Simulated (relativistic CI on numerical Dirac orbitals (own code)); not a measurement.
## What each ingredient does to the levels of Yb28+

Base calculation: Dirac-Coulomb-Breit CI, orbitals from a KLI potential per configuration, QED by a radiative potential, unscaled Slater integrals.

Configuration list (outside the closed core [Ar] 3d10): 4s²4p⁶4d⁶, 4s²4p⁵4d⁷, 4s²4p⁶4d⁵4f, 4s4p⁶4d⁷, 4s²4p⁵4d⁶4f, 4s4p⁶4d⁶4f, 4s²4p⁶4d⁵5s, 4s²4p⁶4d⁴4f5s, 4s²4p⁶4d⁵5p, 4s²4p⁶4d⁵5d, 4s²4p⁵4d⁶5s, 4s²4p⁶4d⁴5s5p, 4s²4p⁶4d⁵5f, 4s²4p⁶4d⁵6s, 4s4p⁶4d⁶5s, 4p⁶4d⁷5p, 4p⁶4d⁸, 4p⁵4d⁹, 4p⁵4d⁸4f, 4s²4p⁶4d⁴5s², 4s²4p⁶4d³4f5s², 4s²4p⁵4d⁴4f5s², 4s4p⁶4d⁴4f5s². Double excitations out of closed p, d and f shells are left out; levels of such configurations are missing from the list, as are those of other unlisted configurations, and high levels can miss mixing partners. These lack a partner that the ground configuration has and come out too high: 4s²4p⁵4d⁶5s.

Variants: (1) valence Slater integrals scaled by 0.9; (2) non-relativistic limit; (3) only the first configuration. Shifts of the energy above 4s²4p⁶4d⁶ ⁵D4, in cm⁻¹, for the lowest level and the first level of each name with at least 55 % of one term (blank where a level changes its place among those of its configuration and J or its character, or is not in the variant):

| Level | Base | Δ(1) | Δ(2) | Δ(3) |
| --- | --- | --- | --- | --- |
| 4s²4p⁶4d⁶ ⁵D4 | 0 | 0 | 0 | 0 |
| 4s²4p⁶4d⁶ ⁵D3 | 76803 | +2196 | -76803 | +185 |
| 4s²4p⁶4d⁶ ⁵D1 | 91654 | +827 | -91654 | -890 |
| 4s²4p⁶4d⁶ ³H6 | 111000 | -1911 | -57676 | +3600 |
| 4s²4p⁶4d⁶ ³G5 | 111173 | -2028 |  | +2458 |
| 4s²4p⁶4d⁶ ³H5 | 210072 | -1897 |  | +2199 |
| 4s²4p⁶4d⁶ ¹I6 | 221584 | -3131 | -141078 | +3575 |
| 4s²4p⁶4d⁶ ³P1 | 244296 |  |  | +527 |
| 4s²4p⁶4d⁶ ¹G4 | 249794 | -6647 | -157772 | +1083 |
| 4s²4p⁵4d⁷ ⁵G°6 | 1255119 | +8611 | -112529 |  |
| 4s²4p⁵4d⁷ ³P°0 | 1288870 | +4584 |  |  |
| 4s²4p⁵4d⁷ ⁵G°5 | 1354128 | +8258 |  |  |
| 4s²4p⁵4d⁷ ³H°6 | 1377706 | +5379 | -183201 |  |

At this charge energies of transitions that change n are usually good to better than 1 %, and those within a shell (Δn = 0) to a few per cent. Terms inside the open d or f shell come out 10 to 20 % too wide with unscaled integrals.

Ionisation energy from the two ground configurations alone: base 1065.65 eV. The NIST ASD value (theoretical) is 1065 eV.

LS names give the leading component of a level, which can be under half, so a name can repeat, a term be missing and a line seem to break the LS rules.
